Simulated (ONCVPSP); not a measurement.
# Configuration tests for P (ONCV)

| Property | Result |
| --- | --- |
| Element | phosphorus (P) |
| Generator | ONCVPSP 4.0.1 |
| Type | optimised norm-conserving Vanderbilt (ONCV) |
| Functional | PW91 |
| Relativity | scalar-relativistic |
| Frozen core | [Ne] |
| Valence charge | 5 |
| Reference configuration | 3s1.5 3p3.5 |
| Partial waves | 3s: rc 1.60 bohr, ncon 4, nbas 7, qcut 5.1 1/bohr, 2 projectors, debl 2.2 Ha; 3p: rc 1.85 bohr, ncon 4, nbas 7, qcut 3.9 1/bohr, 2 projectors, debl 0.8 Ha; d scattering state at 0.4 Ha: rc 1.95 bohr, ncon 4, nbas 8, qcut 5.1 1/bohr, 2 projectors, debl 0.8 Ha |
| Local potential | polynomial inside 1.45 bohr (lpopt 5, dvloc0 0 Ha) |
| Core correction | Teter function, fcfact 3.25, rcfact 1.5 |

Energies are relative to the spin-unpolarised reference configuration 3s1.5 3p3.5; without spin polarisation the order of configurations can differ from experiment.

| valence configuration | charge | ΔE all-electron (eV) | error AE − PS (meV) |
| --- | --- | --- | --- |
| 3s2 3p2 | +1 | 5.523 | +0.9 |
| 3s1 3p0 | +4 | 106.646 | +2.0 |

**Question.** What are ΔE and the potential's error for 3s2 3p3?

**Answer.** ΔE = -4.252 eV all-electron; the error (AE − PS) is +0.1 meV.

**Question.** What are ΔE and the potential's error for 3s2 3p1?

**Answer.** ΔE = 24.730 eV all-electron; the error (AE − PS) is +5.9 meV.

Levels in the configuration 3s1 3p0:

| level | all-electron (eV) | pseudo (eV) |
| --- | --- | --- |
| 3s | -58.526 | -58.553 |
